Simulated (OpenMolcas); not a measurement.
Au3+ (d8) in a complex was computed by SS-CASPT2, IPEA 0.25 Eh, imaginary shift 0.1 Eh with the d shell active (OpenMolcas, ANO-RCC-VDZP on the metal). Its lowest spin-free states, and all those of the highest spin:

```tsv
2S+1	Degeneracy	E (cm-1)
3	1	0
1	2	6400
1	1	14050
3	3	19360
1	3	25570
3	3	25940
1	3	28610
3	3	42720
1	2	45840
1	3	47760
1	1	55870
```

**Question.** Is the site octahedral, tetrahedral or cube-like, axial, or of lower symmetry?

**Answer.** The states with 2S+1 = 3 have orbital degeneracies 1, 3, 3, 3. Threefold states need a cubic site. For d8 at this spin an octahedron puts the single A2 below the threefold T2 and a tetrahedron or cube puts the threefold T1 below the threefold T2, so the site is octahedral. The first gap at this spin, 19400 cm-1, is |10Dq| in ligand-field theory. The run had Au3+ with 6 ligands (water) in octahedral coordination (Th) at 2.21 Å. Ligand basis ANO-RCC-VDZP.

Roots that are degenerate in the reference are averaged as groups; the widest CASPT2 spread within a group is 770 cm-1 (the 3-fold group of multiplicity 1 near 25600 cm-1 above the lowest state of its run). Shifts and gaps below about the spread of the groups concerned are not significant. Over all roots computed the reference weight is 0.64 to 0.69; the roots of lowest weight are the least certain, and an intruder state may touch them. Real 4d8 and 5d8 ions are as a rule square planar and diamagnetic. The least metal-like active orbital is 78 % on the metal (Löwdin) and no ligand orbital is active, so the numbers are rough. Ligand-to-metal charge-transfer states are missing. With no ligand orbital active B as a rule stays too high, so bands that hang on it stand too high and its fall with covalency is understated. With one d shell and no ligand orbital active, 10Dq can be off by a tenth or more. No measured value stands beside these numbers; the geometry is a model, was not optimised and need not be the one that this ion takes.
